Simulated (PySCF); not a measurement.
Vertical excitations of a molecule CH4ClFOSi from TDA-PBE/def2-SVPD (PySCF), as energy in eV (oscillator strength): 7.19 (0.022), 7.33 (0.058), 7.91 (0.040), 8.09 (0.024), 8.12 (0.030), 8.27 (0.050), 8.48 (0.014), 8.62 (0.009), 8.64 (0.034), 8.70 (0.029). Lowest triplet (TDA): 7.00 eV. The structure is a stationary point at PBE0-D3(BJ)/def2-SVP. One conformer was computed; it need not be the lowest.

Task: Pick the molecule that these values belong to.
A. CO[Si@H](F)Cl
B. O[Si@@H](Cl)CF
C. OC[Si@@H](F)Cl
D. C[Si](O)(F)Cl

Result: D, C[Si](O)(F)Cl
